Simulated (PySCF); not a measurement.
The same groups moved round the core (norbornane mercapto+boryl). All species are isolated molecules in the gas phase. One relaxed conformer stands for each flexible species; it need not be the lowest. Strings in code marks are SMILES.

Calculation: ωB97X-D3(BJ)/def2-TZVP // PBE0-D3(BJ)/def2-SVP in PySCF. All candidates: neutral, multiplicity 1. Delta-SCF ions had no search for a lower state. Excitations are Tamm–Dancoff values on a coarser integration grid. The basis has no diffuse functions, so Rydberg states are missing or too high.

```
Quantity                                  Value
--------------------------------------  -------
T1 excitation (TDA)                     5.15 eV
HOMO–LUMO gap                           9.84 eV
vertical ionisation energy (Delta-SCF)  8.91 eV
```

Problem. Which member has these values?
(A) `B[C@]12CC[C@](S)(CC1)C2`
(B) `B[C@@H]1C[C@@H]2C[C@H]1C[C@@H]2S`
(C) `B[C@@H]1C[C@@H]2CC[C@H]1[C@@H]2S`
(D) `B[C@@H]1C[C@@H]2C[C@H]1[C@H](S)C2`

Solution. A, `B[C@]12CC[C@](S)(CC1)C2`. The others give `B[C@@H]1C[C@@H]2CC[C@H]1[C@@H]2S`: 5.17 eV, 10.15 eV, 9.05 eV; `B[C@@H]1C[C@@H]2C[C@H]1C[C@@H]2S`: 5.18 eV, 10.04 eV, 9.02 eV; `B[C@@H]1C[C@@H]2C[C@H]1[C@H](S)C2`: 5.14 eV, 10.09 eV, 9.01 eV
